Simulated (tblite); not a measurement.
Isomers of C7H14N2. Method: GFN2-xTB as coded in tblite; computed harmonic values from a numerical Hessian at the method's own geometry, unscaled. The method is semi-empirical: single wavenumbers can be off by several per cent or more. One conformer each.

Electronic energies: GFN2-xTB at the same geometries; isomer energies are rough at this level and their order can be wrong.

| SMILES | electronic energy, lowest = 0 (kcal/mol) |
| --- | --- |
| C=C[C@@H]1CCNN1CC | 31.8 |
| C=CN(CCC)/N=C\C | 31.9 |
| C1CCN(NC2CC2)C1 | 23.6 |
| CC/C=N\NC1CCC1 | 25.6 |
| C1CC(NNC2CC2)C1 | 42.1 |
| C=C/C=N/NCCCC | 34.1 |
| CCN1C[C@@H](C)C(C)=N1 | 0.0 |

Question: How do GFN2-xTB zero-point energies change the relative energies?

Answer: 
| SMILES | ZPE (kcal/mol) | of it from modes above 1550 cm⁻¹ | electronic (kcal/mol) | with ZPE, lowest = 0 (kcal/mol) | lowest mode (cm⁻¹) | rings |
| --- | --- | --- | --- | --- | --- | --- |
| CCN1C[C@@H](C)C(C)=N1 | 126.6 | 62.4 | 0.0 | 0.0 | 61 | 1 |
| C1CCN(NC2CC2)C1 | 127.6 | 60.2 | 23.6 | 24.6 | 25 | 2 |
| CC/C=N\NC1CCC1 | 126.8 | 63.1 | 25.6 | 25.8 | 36 | 1 |
| C=C[C@@H]1CCNN1CC | 126.7 | 62.8 | 31.8 | 31.9 | 3i | 1 |
| C=CN(CCC)/N=C\C | 125.2 | 65.5 | 31.9 | 30.5 | 25 | 0 |
| C=C/C=N/NCCCC | 125.2 | 65.2 | 34.1 | 32.7 | 27 | 0 |
| C1CC(NNC2CC2)C1 | 127.5 | 61.3 | 42.1 | 43.0 | 33 | 2 |

The zero-point energies span 2.4 kcal/mol, from `C=CN(CCC)/N=C\C` to `C1CCN(NC2CC2)C1`. Slightly imaginary modes are left out of the zero-point energy: `C=C[C@@H]1CCNN1CC` 2.9i cm⁻¹. The lowest isomer stays, but the order above it changes.

Question: What do entropy and thermal enthalpy add at 298.15 K and 1 bar (rigid rotor, harmonic oscillator, one conformer each)?

Answer: 
| SMILES | point group | symmetry number | S (cal/(mol K)) | H − H(0) (kcal/mol) | ZPE + H − H(0) − TS (kcal/mol) |
| --- | --- | --- | --- | --- | --- |
| CCN1C[C@@H](C)C(C)=N1 | C1 | 1 | 99.5 | 7.15 | 104.1 |
| CC/C=N\NC1CCC1 | C1 | 1 | 101.9 | 7.06 | 103.4 |
| C=C/C=N/NCCCC | C1 | 1 | 105.3 | 7.57 | 101.4 |
| C1CC(NNC2CC2)C1 | C1 | 1 | 98.5 | 6.57 | 104.7 |

Not tabulated: `C1CCN(NC2CC2)C1` (lowest mode only 25 cm⁻¹); `C=C[C@@H]1CCNN1CC` (lowest mode only 3i cm⁻¹); `C=CN(CCC)/N=C\C` (lowest mode only 25 cm⁻¹).
